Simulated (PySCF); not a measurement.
## How methods differ on the excitation energy of Mg

Mg [Ne] 3s2 (1S) → Mg [Ne] 3s1 4s1 (3S), as a difference of total energies. Calculation: PySCF 2.14, in aug-cc-pVQZ; the non-relativistic Hamiltonian (point nucleus). Correlated levels: valence: [Ne] frozen. The calculations carry no spin-orbit coupling.

```tsv
method	excitation energy (eV)
UHF	4.203
MP2 (valence)	4.814
SCS-MP2 (valence)	4.983
CCSD (valence)	5.011
```

Question: How much does correlation contribute at MP2 (valence)?

Answer: 4.814 − (4.203) = 0.611 eV, measured against UHF.

Errors of the correlated levels include the incompleteness of this basis and the frozen core.

With two correlated electrons CCSD is exact in that space.

For comparison: 5.108 eV (measured; NIST levels).
